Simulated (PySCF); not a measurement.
# Two-component Hartree-Fock for Ar⁺ (argon, charge +1)

Start: [Ne] 3s2 3p5; 3p1/2 filled at m_j = -1/2, +1/2; 3p3/2 filled at m_j = -1/2, +1/2, +3/2. Calculated with PySCF 2.14 in x2c-SVPall-2c with one added diffuse shell each of s, p type (5s5p1d, 25 functions): generalised Hartree-Fock with the X2C-1e Hamiltonian and a Gaussian nucleus; one run each with spin-orbit coupling (SO) switched off, then screened by Boettger's factors.

| spinor shell | electrons | ε, spin-free (eV) | ε, screened SO (eV) | weight of nominal j (screened SO) | rms radius, screened SO (bohr) |
| --- | --- | --- | --- | --- | --- |
| 1s1/2 | 2 | -3253.3 | -3253.3 | 1.000 | 0.0993 |
| 2s1/2 | 2 | -351.75 | -351.73 | 1.000 | 0.446 |
| 2p1/2 | 2 | -274.78 | -276.53 | 0.993 | 0.415 |
| 2p3/2 | 4 | -274.78 | -273.88 | 0.997 | 0.418 |
| 3s1/2 | 2 | -46.979 | -46.970 | 1.000 | 1.48 |
| 3p1/2 | 2 | -28.598 | -28.643 | 0.633 | 1.71 |
| 3p3/2 | 3 | -28.598 | -28.579 | 0.755 | 1.71 |

```
   quantity   spin-free  screened SO
E (hartree)  -527.87381   -527.87708
        M_J         3/2          3/2
       ⟨J²⟩       3.756        3.756
       ⟨L²⟩       2.004        2.004
       ⟨S²⟩       0.752        0.752
```

Each row is a mean over spinors that exchange with the open shell spreads, by up to 3.796 eV (3s1/2).

Rows whose weight is well below 1 are mixtures of j = l ± 1/2: exchange outweighs spin-orbit coupling there, and the label is only the starting occupation.

Without spin-orbit coupling the j labels of p, d and f shells carry no meaning; the spin-free column gives the mean over the occupied spinors of each nl shell.
